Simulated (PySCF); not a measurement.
Rows and methods have been separated. Pair them.

C3HF7.
Geometry (PBE0-D3(BJ)/def2-TZVP, Å), atoms numbered from 1 in this order:
```xyz
11
C3HF7 angstrom
F      1.1444    0.6720   -1.5454
C      1.2001    0.5908   -0.2072
F      0.9207    1.7954    0.3144
C      0.1989   -0.4571    0.3057
F      0.5625   -1.6463   -0.2016
F      0.3141   -0.5071    1.6427
C     -1.2950   -0.2318   -0.0346
F     -1.7235    0.9137    0.4774
F     -1.4794   -0.2141   -1.3471
F     -2.0106   -1.2232    0.4827
H      2.2068    0.2851    0.0985
```

The closed-shell ground state was solved 4 times with PySCF (density fitting, gas phase), always in the pcSseg-2 basis (374 functions), with these functionals: B97-2, KT3, PBE0 and wB97X-D. One conformer (not necessarily the lowest) at the PBE0-D3(BJ)/def2-TZVP geometry, without solvent, vibrations or thermal averaging.

| row | total energy (Eh) | HOMO (eV) | LUMO (eV) | dipole (D) |
| --- | --- | --- | --- | --- |
| P | -813.9352 | -12.23 | 2.43 | 1.49 |
| Q | -813.3798 | -10.30 | 0.64 | 1.47 |
| R | -813.9109 | -10.01 | 0.65 | 1.46 |
| S | -824.1489 | -8.69 | -0.37 | 1.37 |

Task: Which functional belongs to which row?

Result: P = wB97X-D, Q = PBE0, R = B97-2, S = KT3. By rising HOMO–LUMO gap: KT3 (GGA) 8.32 eV; B97-2 (global hybrid, 21 % exact exchange) 10.66 eV; PBE0 (global hybrid, 25 % exact exchange) 10.94 eV; wB97X-D (range-separated hybrid) 14.66 eV. Total energies of different functionals aren't bounds to one another; each is stationary for its own functional.

The pairwise dispersion term of wB97X-D wasn't added to the energies; at a given geometry it leaves orbitals and properties as they are.
